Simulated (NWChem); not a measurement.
Species: ScN2H4F; SMILES [NH2][Sc]([NH2])[F]

```xyz
8

Sc     0.0000     0.0000     0.2286
F      0.0000     0.0000     2.0673
N     -1.7028     0.0000    -0.7660
H     -1.8095     0.0000    -1.7794
H     -2.6416     0.0000    -0.3710
N      1.7028     0.0000    -0.7660
H      1.8095     0.0000    -1.7794
H      2.6416     0.0000    -0.3710
```
Atoms are numbered in this order, from 1.

Level: PBE0/def2-SVP (NWChem), optimised geometry, unscaled harmonic frequencies. 

**Question.** List the harmonic frequencies with IR intensities, and the thermochemistry.

**Answer.** 
```csv
frequency (cm⁻¹),IR intensity (km/mol)
99,28.4
136,0.0
152,4.1
310,0.0
332,1.1
390,8.5
455,21.7
500,0.0
516,438.3
616,0.6
696,256.6
737,252.1
1513,45.1
1520,20.3
3552,35.6
3554,7.7
3640,6.2
3641,10.9
```

- zero-point energy = 31.9 kcal/mol
- thermal correction to the enthalpy at 298.15 K (with zero-point energy) = 37.0 kcal/mol
- heat capacity Cv = 23.0 cal/(mol K)
- entropy at 298.15 K and 1 atm (symmetry number 2) = 79.9 cal/(mol K)
- dipole moment = 2.19 D

Rigid rotor and harmonic oscillator; modes under 100 cm⁻¹ make the entropy uncertain.
